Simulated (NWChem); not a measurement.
Molecule: CH₃ClO₂Si; SMILES O=C[Si@H](Cl)O

Results from NWChem. Pople sets run with spherical d functions. Each level has its own optimisation; frequencies are unscaled. One conformer.

```csv
level,r C–O (Å),r C–Si (Å),r C–H (Å),r O–Si (Å),highest harmonic frequency (cm⁻¹),lowest (cm⁻¹),zero-point energy (kcal/mol),dipole (D)
Hartree-Fock/STO-3G,1.223,1.889,1.104,1.664,4280,35,32.1,2.26
Hartree-Fock/6-31G*,1.193,1.910,1.097,1.630,4118,48,29.3,3.07
Hartree-Fock/3-21G,1.214,1.910,1.087,1.647,3998,42,28.5,3.62
B3LYP/6-31G*,1.216,1.920,1.116,1.652,3795,32,27.0,2.79
```
